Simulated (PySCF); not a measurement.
A calculated (wB97X-V, PySCF 2.14, aug-cc-pVTZ, no relativity, point nucleus) atom or ion has these occupied shells.

```json
{"shell": "1s α", "electrons": "1", "orbital energy (eV)": "-5381.1", "rms radius, mean of both spins (bohr)": "0.0776"}
{"shell": "1s β", "electrons": "1", "orbital energy (eV)": "-5381.0", "rms radius, mean of both spins (bohr)": "0.0776"}
{"shell": "2s α", "electrons": "1", "orbital energy (eV)": "-634.12", "rms radius, mean of both spins (bohr)": "0.337"}
{"shell": "2s β", "electrons": "1", "orbital energy (eV)": "-633.24", "rms radius, mean of both spins (bohr)": "0.337"}
{"shell": "2p α", "electrons": "3", "orbital energy (eV)": "-538.67", "rms radius, mean of both spins (bohr)": "0.305"}
{"shell": "2p β", "electrons": "3", "orbital energy (eV)": "-537.92", "rms radius, mean of both spins (bohr)": "0.305"}
{"shell": "3s α", "electrons": "1", "orbital energy (eV)": "-101.15", "rms radius, mean of both spins (bohr)": "1.01"}
{"shell": "3s β", "electrons": "1", "orbital energy (eV)": "-98.770", "rms radius, mean of both spins (bohr)": "1.01"}
{"shell": "3p α", "electrons": "3", "orbital energy (eV)": "-74.364", "rms radius, mean of both spins (bohr)": "1.08"}
{"shell": "3p β", "electrons": "3", "orbital energy (eV)": "-71.766", "rms radius, mean of both spins (bohr)": "1.08"}
{"shell": "3d α", "electrons": "2", "orbital energy (eV)": "-34.114", "rms radius, mean of both spins (bohr)": "1.32"}
{"shell": "4p α", "electrons": "1", "orbital energy (eV)": "-18.301", "rms radius, mean of both spins (bohr)": "3.32"}
```

Q: Name the element and its charge.

A: V(2+) (vanadium, charge +2), in [Ar] 3d2 4p1, one real determinant (an excited configuration).
